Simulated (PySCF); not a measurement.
Species: C9H11N.
SMILES with atom numbers: `[CH2:1]=[CH:2][c:3]1[cH:4][cH:5][cH:6][cH:7][c:8]1[CH2:9][NH2:10]` (hydrogens: H11, H12 on C1; H13 on C2; H14 on C4; H15 on C5; H16 on C6; H17 on C7; H18, H19 on C9; H20, H21 on N10)

The same species was optimised twice, with GFN2-xTB and with PBE0-D3(BJ)/def2-SVP (PySCF), and the same property calculations (PySCF, gas phase) were run on both structures.

```csv
coordinate,GFN2-xTB,PBE0-D3(BJ)/def2-SVP,change
C1=C2 (Å),1.326,1.338,+0.012
C3–C8 (Å),1.402,1.414,+0.012
C4–C5 (Å),1.381,1.391,+0.010
C6–C7 (Å),1.383,1.393,+0.010
C7–C8 (Å),1.388,1.397,+0.009
C5–C6 (Å),1.384,1.393,+0.009
C3–C4 (Å),1.394,1.402,+0.008
C2–C3 (Å),1.465,1.472,+0.007
C9–N10 (Å),1.458,1.452,-0.006
C8–C9 (Å),1.511,1.514,+0.003
C8–C9–N10 (°),114.0,115.8,+1.8
C1–C2–C3 (°),124.4,125.6,+1.2
C2–C3–C8 (°),121.1,120.5,-0.6
C2–C3–C4 (°),119.9,120.5,+0.6
C6–C7–C8 (°),121.2,121.5,+0.3
C3–C8–C7 (°),119.2,118.9,-0.3
C3–C8–C9 (°),121.0,121.2,+0.2
C3–C4–C5 (°),121.2,121.3,+0.1
C1–C2–C3–C4 (°),-37,-32,+5
C7–C8–C9–N10 (°),110,109,-1
```

Rotational constants: A = 1733, B = 1343, C = 809.0 MHz (GFN2-xTB) against A = 1692, B = 1326, C = 791.3 MHz (PBE0-D3(BJ)/def2-SVP). Point groups within 0.08 Å: C1 and C1.

On the GFN2-xTB structure: HOMO (eV) -6.60 [PBE0/pcSseg-1]; LUMO (eV) -0.97 [PBE0/pcSseg-1]; dipole (D) 1.24 [PBE0/pcSseg-1]; GIAO shielding of C1 (ppm) 62.7 [PBE0/pcSseg-1]; GIAO shielding of C2 (ppm) 41.6 [PBE0/pcSseg-1]; GIAO shielding of C3 (ppm) 44.2 [PBE0/pcSseg-1]; GIAO shielding of C4 (ppm) 53.4 [PBE0/pcSseg-1]; GIAO shielding of C5 (ppm) 54.2 [PBE0/pcSseg-1]; GIAO shielding of C6 (ppm) 52.7 [PBE0/pcSseg-1]; GIAO shielding of C7 (ppm) 54.0 [PBE0/pcSseg-1]; GIAO shielding of C8 (ppm) 37.0 [PBE0/pcSseg-1].

Task: What do these properties become on the PBE0-D3(BJ)/def2-SVP structure?

Result: 
```
                                    property          level  on GFN2-xTB  on PBE0-D3(BJ)/def2-SVP  change
                                   HOMO (eV)  PBE0/pcSseg-1        -6.60                    -6.66   -0.06
                                   LUMO (eV)  PBE0/pcSseg-1        -0.97                    -1.08   -0.11
                                  dipole (D)  PBE0/pcSseg-1         1.24                     1.27   +0.03
energy, GFN2-xTB geometry as zero (kcal/mol)  PBE0/pcSseg-1          0.0                     -0.6    -0.6
                  GIAO shielding of C1 (ppm)  PBE0/pcSseg-1         62.7                     60.4    -2.3
                  GIAO shielding of C2 (ppm)  PBE0/pcSseg-1         41.6                     39.9    -1.7
                  GIAO shielding of C3 (ppm)  PBE0/pcSseg-1         44.2                     42.7    -1.5
                  GIAO shielding of C4 (ppm)  PBE0/pcSseg-1         53.4                     52.0    -1.4
                  GIAO shielding of C5 (ppm)  PBE0/pcSseg-1         54.2                     51.7    -2.5
                  GIAO shielding of C6 (ppm)  PBE0/pcSseg-1         52.7                     50.4    -2.3
                  GIAO shielding of C7 (ppm)  PBE0/pcSseg-1         54.0                     51.0    -3.0
                  GIAO shielding of C8 (ppm)  PBE0/pcSseg-1         37.0                     34.9    -2.1
```

The heavy atoms differ by 0.033 Å rms after alignment. Among bonds between heavy atoms C1=C2 and C3–C8 change most and about equally (+0.012 Å). Changes are differences of the printed values. Neither structure is proved a minimum here.

Conformer computed: `[CH2:1]=[CH:2][c:3]1[cH:4][cH:5][cH:6][cH:7][c:8]1[CH2:9][NH2:10]`: C1–C2–C3–C4 -32°, C7–C8–C9–N10 109°, H–N10–C9–C8 62°, H–N10–C9–C8 -54°.
